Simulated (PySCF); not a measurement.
Ranking problems on computed properties.

Species are written as SMILES; each is one conformer at its optimised geometry, gas phase, non-relativistic unless stated. Electronic properties by PySCF.

Dipoles, sizes and rotational constants follow the conformer. The torsions of the flexible species, by atom-mapped SMILES:
- `[CH3:1][CH:2][CH2:3][SiH2:4][F:5]`: C1–C2–C3–Si4 86°, C2–C3–Si4–F5 -56°
- `[F:1][C:2]1=[C:3]([CH:4]2[CH2:5][CH2:6]2)[CH:7][NH:8][O:9]1`: C2–C3–C4–C5 -35°
- `[NH:1][SiH2:2][SiH2:3][N:4]([SiH3:5])[SiH3:6]`: N1–Si2–Si3–N4 60°, Si2–Si3–N4–Si5 -81°, H–N1–Si2–Si3 89°
- `[N:1]#[C:2][SiH2:3][CH:4][C:5]([F:6])([F:7])[C:8]#[N:9]`: C2–Si3–C4–C5 63°, Si3–C4–C5–F6 134°
- `[NH2:1][SiH2:2][SiH:3][N:4]([SiH3:5])[SiH3:6]`: N1–Si2–Si3–N4 -174°, Si2–Si3–N4–Si5 -109°, H–N1–Si2–Si3 -176°, H–N1–Si2–Si3 46°
- `[N:1]#[C:2][C-:3]([C:4]#[N:5])[CH2:6][CH:7]([F:8])[F:9]`: C2–C3–C6–C7 91°, C3–C6–C7–F8 -60°

Question: Rank by isotropic g value, highest first (unrestricted B3LYP/pcH-1, mean-field spin–orbit at GFN2-xTB geometries).
A. `N#C[SiH2][CH]C(F)(F)C#N` [radical]
B. `FC1=C(C2CC2)[CH]NO1` [radical]
C. `N[SiH2][SiH]N([SiH3])[SiH3]` [radical]
D. `[SiH2](F)C[CH]C` [radical]
E. `[NH][SiH2][SiH2]N([SiH3])[SiH3]` [radical]

Answer: E (2.00512), B (2.00369), C (2.00287), D (2.00261), A (2.00245).

Question: Rank by smallest rotational constant, highest first (GFN2-xTB).
A. `N#C[C-](C#N)CC(F)F`
B. `FC1=C(C2CC2)[CH]NO1` [radical]
C. `N[SiH2][SiH]N([SiH3])[SiH3]` [radical]
D. `C[C+]1[C](F)C1=O` [radical]
E. `N#C[SiH2][CH]C(F)(F)C#N` [radical]

Answer: D (1.995 GHz), B (1.014 GHz), A (0.917 GHz), E (0.812 GHz), C (0.663 GHz).
